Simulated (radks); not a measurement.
These are the eigenvalues of the occupied orbitals of an atom or ion with whole-number occupations (Ry). Calculated with a radial shooting solver on a logarithmic mesh with Libxc functionals: scalar-relativistic Kohn-Sham, PBE, spin-unpolarised, spherical densities, finite nucleus; Fermi nuclear charge, rms radius of each element as measured or else 0.836 A^(1/3) + 0.57 fm.

orbital  eigenvalue
1s        -515.7803
2s        -61.58595
2p        -52.67583
3s         -8.26647
3p         -5.77068
3d         -1.89018

Which element is it, and in what charge state? The configuration may be excited.

Answer. Z = 26, iron, charge +2: Fe2+ in [Ar] 3d6. The list shows which subshells hold electrons but not how many an open one holds; the 1s level, -257.89 hartree, gives Z - s = 22.7 by -(Z - s)^2/2, which with screening and relativity narrows Z to a few neighbours, and the depths of the outer levels then fix element, charge and occupations together.
